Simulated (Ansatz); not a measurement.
A structure relaxed at B3LYP-D4/def2-TZVP in Ansatz, charge 0, singlet:

```xyz
3

Bi   -0.718    1.852   -0.827
O     0.428   -1.770    0.045
I     0.291   -0.082    0.782
```

Give its formula and point group.

the cluster BiIO. Point group Cs (tolerance 0.1 Å).

Summarise the bond lengths by kind (pairs closer than 1.2 times the sum of covalent radii, bridged metal pairs left out).

1 × Bi–I 2.71 Å; 1 × I–O 1.85 Å.

In the def2 sets Bi, I take a core potential; there is no spin–orbit coupling. The restricted singlet is unstable towards broken spin symmetry in Hartree–Fock (as tested in another run); at B3LYP-D4/def2-TZVP this wasn't settled. Another isomer (singlet) lies 3.05 eV lower at PBE0-D4/def2-TZVP; other spin states weren't run for this one.
